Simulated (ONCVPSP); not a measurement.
Before and after: ONCV potential for Hf

* Element: hafnium
* Generator: ONCVPSP 4.0.1
* Type: optimised norm-conserving Vanderbilt (ONCV)
* Functional: PBEsol
* Relativity: scalar-relativistic
* Frozen core: [Kr] 4d10 4f14
* Valence charge: 12
* Reference configuration: 5s2 5p6 5d2 6s1 6p1
* Partial waves: 5s+6s: rc 2.10 bohr, ncon 4, nbas 7, qcut 6.6 1/bohr, 2 projectors; 5p+6p: rc 1.80 bohr, ncon 4, nbas 7, qcut 9.6 1/bohr, 2 projectors; 5d: rc 2.15 bohr, ncon 4, nbas 8, qcut 4.1 1/bohr, 1 projector
* Local potential: polynomial inside 1.55 bohr (lpopt 5, dvloc0 1 Ha)
* Core correction: Teter function, fcfact 1.5, rcfact 1.35

Change: p: rc 2.7.

Cutoffs: the cutoffs (Ha) at which the residual kinetic energy of the hardest occupied pseudo-wave falls to 1 and 0.1 mHa per electron; they do not see the model core or the augmentation charge, which bear on the density cutoff. Errors are all-electron minus pseudo energies relative to the spin-unpolarised reference configuration.

Task: How do hardness, ghosts and transferability respond?

Result: The potential gets softer (26 Ha and 47 Ha → 18 Ha and 47 Ha); of the 4 tests that both files solve, the error grows in 1 and shrinks in 0 by more than 15 % and 0.3 meV (median size 1.4 → 1.6 meV); neither file shows a bound ghost. A larger radius leaves more room for a smooth pseudo-wave, so fewer plane waves are needed.

| quantity | base | changed |
| --- | --- | --- |
| cutoff, loose | 26 Ha | 18 Ha |
| cutoff, tight | 47 Ha | 47 Ha |
| loose cutoff by channel | s 13 Ha, p 26 Ha, d 18 Ha | s 13 Ha, p 11 Ha, d 18 Ha |
| bound ghosts | none | none |
| GHOST(+) flags under 300 eV | none | none |
| error for 5s2 5p6 5d2 6s2 6p0, meV [ΔE -3.86 eV] | +1.3 | +1.6 |
| error for 5s2 5p6 5d2 6s1 6p0, meV [ΔE 4.15 eV] | -1.5 | -1.6 |
| error for 5s2 5p6 5d2 6s0 6p0, meV [ΔE 18.31 eV] | +0.8 | +0.7 |
| error for 5s2 5p6 5d1 6s2 6p1, meV [ΔE -1.86 eV] | +3.3 | +3.3 |
| s: phases at 2.13 bohr within 0.05 rad from the reference energy up to (Ha; the scan ends near 5) | 4.8 | 4.8 |
| d: phases at 2.18 bohr within 0.05 rad from the reference energy up to (Ha; the scan ends near 5) | 1.9 | 1.9 |
| rms error of d²Exc/dni dnj with the model core, mHa | 3.11 | 3.17 |
